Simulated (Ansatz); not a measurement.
CHS2, SMILES [SH+]=C=S, charge +1.

Coordinates come from a B3LYP-D3(BJ)/def2-TZVP optimisation. The isomer is the one that the SMILES or the coordinates give; other isomers of the formula were not compared.

Two levels are set side by side: PBE/def2-TZVPD (Ansatz, a program for electronic structure) and CAM-B3LYP/def2-TZVPD (Ansatz). Energy differences of separate SCF runs at the same geometry; the states with an electron removed or added have multiplicity 2 and 2. Differences are taken from unrounded values.

| quantity | PBE |
|---|---|
| vertical ionisation energy (eV) | 16.73 |
| vertical electron affinity (eV) | 6.93 |
| vertical singlet–triplet gap (eV) | 3.14 |

**Question.** These are the PBE values. What does CAM-B3LYP give? (The exact figures need the calculation; the answer reports its results.)

**Answer.** 
| quantity | CAM-B3LYP | PBE minus CAM-B3LYP |
|---|---|---|
| vertical ionisation energy (eV) | 16.76 | -0.02 |
| vertical electron affinity (eV) | 7.13 | -0.20 |
| vertical singlet–triplet gap (eV) | 3.05 | 0.09 |
